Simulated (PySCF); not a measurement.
Cartesian coordinates (Å):
```xyz
7

Zn     0.0307     0.0526     0.0621
N      1.1883     0.6578    -1.2195
H      1.9543     0.0052    -1.4338
H      1.6409     1.5527    -0.9915
N     -1.2256    -0.7217     1.1440
H     -2.1874    -0.4040     0.9630
H     -1.0679    -0.5720     2.1493
```
Charge 0, spin multiplicity 1.

**Question.** What is the computed charge on the central atom (meta-Löwdin), total energy, HOMO–LUMO gap, dipole moment and HOMO (TPSSh-D3(BJ)/def2-TZVP // PBE-D3(BJ)/def2-SVP (PySCF))?

**Answer.** 
```json
{
  "charge on the central atom (meta-Löwdin)": "1.12 e",
  "total_energy": "-1891.3656 Ha",
  "HOMO–LUMO gap": "5.35 eV",
  "dipole_moment": "0.328 e·Å",
  "HOMO": "-6.09 eV"
}
```
